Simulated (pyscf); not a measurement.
Optimised with ωB97X-D3(BJ)/def2-SVP in PySCF. Correlated levels are frozen-core, on RHF or UHF. ΔMP2 is the change of the MP2 total energy from the triple- to the quadruple-zeta basis.

### Question
What is the homolytic dissociation enthalpy (298 K, CCSD(T)/def2-TZVPP + ΔMP2(QZVPP)) of the B–C bond of `[BH2][CH]=[CH][CH3]`, to BH₂• + •HC=CH–CH₃?

### Answer
B–C to BH₂• + •HC=CH–CH₃: 5.19 eV. The radicals are drawn with the spin at the cut bond; how far it spreads was not checked. •HC=CH–CH₃ lies 1.07 eV over its isomer •H₂C–CH=CH₂ (electronic energy, ωB97M-D3(BJ)/def2-TZVP). The CCSD(T) − MP2 part came from Ansatz, without density fitting, on the same reference. A UHF reference is spin-contaminated (<S²> up to 0.95), which harms MP2 most.
